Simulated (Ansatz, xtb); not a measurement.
# Two isomers of C6H10S

Structure I: `C1SC[C@H]2C[C@@H]1C2`, a singlet. Structure II: `C=C1CCSCC1`, a singlet. Both are isolated molecules in the gas phase, relaxed with PBE0-D3(BJ)/def2-SVP; the shapes shown needn't be the lowest conformers.

I (Å):

```yaml
atoms:
  - { symbol: C, position_ang: [2.1098, -0.6824, 0.3496] }
  - { symbol: C, position_ang: [0.3316, -0.5028, -1.8709] }
  - { symbol: C, position_ang: [-0.5827, -0.3831, -0.6640] }
  - { symbol: C, position_ang: [-0.2860, -1.4842, 0.3738] }
  - { symbol: C, position_ang: [0.7434, -0.5171, 0.9920] }
  - { symbol: C, position_ang: [-0.0678, 0.6424, 0.3711] }
  - { symbol: S, position_ang: [2.1089, -0.3707, -1.4540] }
  - { symbol: H, position_ang: [2.8260, 0.0421, 0.7682] }
  - { symbol: H, position_ang: [2.4975, -1.6940, 0.5528] }
  - { symbol: H, position_ang: [0.1404, 0.3134, -2.5854] }
  - { symbol: H, position_ang: [0.1405, -1.4559, -2.3905] }
  - { symbol: H, position_ang: [-1.6249, -0.2819, -1.0074] }
  - { symbol: H, position_ang: [0.0779, -2.4569, 0.0036] }
  - { symbol: H, position_ang: [-1.1412, -1.6503, 1.0451] }
  - { symbol: H, position_ang: [0.8542, -0.5323, 2.0884] }
  - { symbol: H, position_ang: [-0.8744, 0.9689, 1.0434] }
  - { symbol: H, position_ang: [0.4839, 1.5199, 0.0002] }
```

II (Å):

```yaml
atoms:
  - { symbol: C, position_ang: [0.8542, 1.4444, 0.7314] }
  - { symbol: C, position_ang: [0.6829, 0.3905, -0.0731] }
  - { symbol: C, position_ang: [-0.6457, 0.0730, -0.7057] }
  - { symbol: C, position_ang: [-1.1535, -1.3169, -0.3284] }
  - { symbol: C, position_ang: [1.4598, -2.0055, 0.0173] }
  - { symbol: C, position_ang: [1.7990, -0.5712, -0.3824] }
  - { symbol: S, position_ang: [-0.0143, -2.6355, -0.8301] }
  - { symbol: H, position_ang: [0.0329, 2.1325, 0.9513] }
  - { symbol: H, position_ang: [1.8243, 1.6603, 1.1884] }
  - { symbol: H, position_ang: [-1.3908, 0.8292, -0.4100] }
  - { symbol: H, position_ang: [-0.5453, 0.1174, -1.8048] }
  - { symbol: H, position_ang: [-1.3288, -1.3805, 0.7587] }
  - { symbol: H, position_ang: [-2.1068, -1.5380, -0.8318] }
  - { symbol: H, position_ang: [2.2760, -2.6928, -0.2520] }
  - { symbol: H, position_ang: [1.3117, -2.0763, 1.1079] }
  - { symbol: H, position_ang: [2.7196, -0.2540, 0.1337] }
  - { symbol: H, position_ang: [2.0037, -0.5543, -1.4676] }
```

Quicker runs give these differences E(II) − E(I): GFN2-xTB +26.7 kJ/mol; HF/STO-3G +58.0 kJ/mol (at GFN2-xTB geometries); r2SCAN-D4/def2-SVP −31.7 kJ/mol (at GFN2-xTB geometries).

Estimate which is lower in electronic energy at CCSD(T)/def2-SVP + ΔMP2/def2-TZVPP, and by roughly how much.

The CCSD(T)/def2-SVP + ΔMP2/def2-TZVPP calculation puts structure II lower, by 38.3 kJ/mol.

The same difference at several levels:

| level | geometry | E(II) − E(I) (kJ/mol) | departure from the last row (kJ/mol) | job, with rough time for the two |
| --- | --- | --- | --- | --- |
| GFN2-xTB | GFN2-xTB | +26.7 | +65.0 | optimisation, 0.18 s |
| HF/STO-3G | GFN2-xTB | +58.0 | +96.3 | single point, 0.44 s |
| r2SCAN-D4/def2-SVP | GFN2-xTB | −31.7 | +6.6 | single point, 4.5 s |
| PBE0-D3(BJ)/def2-SVP | PBE0-D3(BJ)/def2-SVP | −18.8 | +19.5 | optimisation, 39 s |
| HF/def2-SVP | PBE0-D3(BJ)/def2-SVP | −48.6 | −10.3 | part of the CCSD(T) run |
| MP2/def2-SVP | PBE0-D3(BJ)/def2-SVP | −25.2 | +13.1 | part of the CCSD(T) run |
| CCSD(T)/def2-SVP | PBE0-D3(BJ)/def2-SVP | −33.7 | +4.6 | single point |
| CCSD(T)/def2-SVP + ΔMP2/def2-TZVPP | PBE0-D3(BJ)/def2-SVP | −38.3 |  | single point, 86 s |

As drawn, II has 1 C=C in place of 2 C–C. Structure I has a 4-membered ring and 2 6-membered rings, II a 6-membered ring.

GFN2-xTB, HF/STO-3G put the two in the other order. The largest departure from CCSD(T)/def2-SVP + ΔMP2/def2-TZVPP is that of HF/STO-3G, 96.3 kJ/mol. The last row adds to CCSD(T) the change of the MP2 difference between the two basis sets, here −4.6 kJ/mol.

With thermal terms from frequencies at re-optimised GFN2-xTB minima (ideal gas, soft modes damped towards free rotors, one conformer each, 298.15 K, 1 atm): the zero-point term adds −5.6 kJ/mol; ΔH is −41.6 and ΔG −46.3 kJ/mol.

The correlated steps freeze 11 core orbitals. Mirror images aren't counted in ΔG. Run with Ansatz 0.2.0, xtb 6.7.1; the last row on 4 threads of Arm Neoverse V1 on a shared host.
